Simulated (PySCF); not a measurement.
C3H6F2Si, SMILES F/C=C\[SiH2]CF. Heavy atoms are numbered as in [F:1]/[CH:2]=[CH:3]\[SiH2:4][CH2:5][F:6]. Hydrogens are named by the atom that carries them.

Geometry optimised at ωB97X-D3(BJ)/def2-SVP. The structure was generated by enumeration; whether it is a known compound was not checked. Other conformers were not sampled.

All values below come from HF/pcSseg-1 (PySCF).

GIAO shieldings, no solvent; atoms alike by connectivity are averaged. δ = σ(ref) − σ: ¹⁹F against CFCl3 (σ = 238.5 ppm); ¹³C against TMS (σ = 192.6 ppm); ²⁹Si against TMS (σ = 393.8 ppm); ¹H against TMS (σ = 31.99 ppm), references at their B3LYP-D3(BJ)/def2-TZVP geometries, non-relativistic.

### Question
Estimate the chemical shifts. (An estimate is asked for; the answer gives what the named calculation found.)

### Answer

```csv
nucleus,atoms,count,δ (ppm)
¹⁹F,F1,1,-81.4
¹⁹F,F6,1,-257.0
¹³C,C2 (CH),1,170.3
¹³C,C3 (CH),1,106.9
¹³C,C5 (CH2),1,70.0
²⁹Si,Si4 (SiH2),1,-47.4
¹H,H on C2,1,7.25
¹H,H on C3,1,5.13
¹H,H on C5,2,4.92
¹H,H on Si4,2,4.51
```
